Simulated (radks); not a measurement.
The numbers below are computed, except where a source is named.
Ionisation of Bi3+, [Hg], to Bi4+, [Xe] 4f14 5d10 6s1, under several functionals. Dirac Kohn-Sham, spin-unpolarised, spherical densities, point nucleus; a radial shooting solver on a logarithmic mesh with Libxc functionals.

functional                                      E(Bi3+) (hartree)  Exc (hartree)  IE (eV)  -e(HOMO) (eV)  <r> HOMO (bohr)  IE error (eV)
PBEsol                                                -21573.9914      -392.0495   45.465         40.060            2.009         +0.095
PBE                                                   -21579.7320      -397.8452   45.392         39.973            2.015         +0.022
LDA (Slater exchange, Perdew-Wang correlation)        -21568.1655      -386.1709   45.896         40.446            2.009         +0.526
RPBE                                                  -21580.3313      -398.4532   45.211         39.811            2.017         -0.159
exchange-only LDA                                     -21559.5726      -377.5007   44.472         39.029            2.022         -0.898
Wu-Cohen GGA                                          -21578.3650      -396.4670   45.498         40.094            2.008         +0.128
SOGGA                                                 -21573.3522      -391.4080   45.318         39.918            2.010         -0.052

NIST Atomic Spectra Database: 45.4 eV (measured). Closest: PBE. The Delta-SCF values span 1.42 eV, the total energies 20.76 hartree. The highest occupied level is 6s1/2. Spin polarisation and multiplet splitting are left out, so open shells lie too high by an amount that depends on their filling.

Beside tabulated values, note that spin-unpolarised runs miss the spin-polarisation part of the exchange energy of open shells.
